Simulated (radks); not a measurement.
Q: All-electron atom: Ga4+ in [Ar] 3d8 4f1 (not the ground configuration). All-electron calculation, Dirac Kohn-Sham, PBE, spin-unpolarised, spherical densities, finite nucleus; open shells fill j = l - 1/2 first; Fermi nuclear charge, rms radius 3.9973 fm. Program: a radial shooting solver on a logarithmic mesh with Libxc functionals. Some entries of the table are withheld. Estimate them.

| orbital | occ. | eigenvalue (eV) | <1/r> (bohr^-1) | <r^2> (bohr^2) |
|---|---|---|---|---|
| 1s1/2 | 2 | -10306.33 | 31.30 | 0.003178 |
| 2s1/2 | 2 | (1) | 6.885 | 0.05589 |
| 2p1/2 | 2 | (2) | (3) | 0.04355 |
| 2p3/2 | 4 | (4) | (5) | 0.04505 |
| 3s1/2 | 2 | -223.7292 | 2.228 | 0.4728 |
| 3p1/2 | 2 | -176.5108 | 2.110 | 0.5018 |
| 3p3/2 | 4 | -172.7019 | 2.070 | 0.5163 |
| 3d3/2 | 4 | -92.8326 | (6) | 0.6190 |
| 3d5/2 | 4 | -92.2849 | (7) | 0.6251 |
| 4f5/2 | 1 | -18.9126 | 0.3313 | 13.31 |
| 4f7/2 | 0 | -18.9116 | 0.3313 | 13.32 |

A: 
(1) 2s1/2 eigenvalue (eV): -1341.967
(2) 2p1/2 eigenvalue (eV): -1197.075
(3) 2p1/2 <1/r> (bohr^-1): 6.844
(4) 2p3/2 eigenvalue (eV): -1169.426
(5) 2p3/2 <1/r> (bohr^-1): 6.669
(6) 3d3/2 <1/r> (bohr^-1): 1.801
(7) 3d5/2 <1/r> (bohr^-1): 1.791
